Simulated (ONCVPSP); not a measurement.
**Building the ONCV potential for neon (PBE, scalar-relativistic).**

neon, optimised norm-conserving Vanderbilt (ONCV), made with ONCVPSP 4.0.1 (PBE, scalar-relativistic). Core [He], reference 2s2 2p6. Waves: 2s: rc 0.50 bohr, ncon 3, nbas 7, qcut 12.7 1/bohr, 2 projectors, debl 1.9 Ha; 2p: rc 0.75 bohr, ncon 4, nbas 8, qcut 12.3 1/bohr, 1 projector; d scattering state at 0.18 Ha: rc 0.60 bohr, ncon 3, nbas 6, qcut 16.3 1/bohr, 2 projectors, debl 2.7 Ha. Local part: polynomial inside 0.45 bohr (lpopt 4, dvloc0 6 Ha). Core correction: Teter function, parameters optimised by the program.

All-electron outer shells of the reference configuration (PBE, scalar-relativistic, ld1.x):

```
shell  level (eV)  outermost node (bohr)  outermost maximum (bohr)
   1s     -830.80                      –                      0.10
   2s      -36.40                   0.22                      0.68
   2p      -13.33                      –                      0.62
```

(1) Estimate the cutoffs (Ha) at which the residual kinetic energy of the hardest occupied pseudo-wave falls to 1 and 0.1 mHa per electron.

(2) Does the potential have ghost states?

(3) Which valence shell sets the plane-wave cutoff?

(4) Tests: 2s2 2p5; 2s2 2p4; 2s2 2p3; 2s1 2p6. Which has the largest error in its energy relative to the reference configuration, and how large is it?

Answers

(1) 91 Ha and 334 Ha.

(2) No bound ghost flagged; GHOST(+) flags only above 600 eV.

(3) 2p: 91 Ha for 1 mHa per electron, against 71 Ha for 2s.

(4) 2s2 2p3, with +52 meV (all-electron minus pseudo) on +133.17 eV.
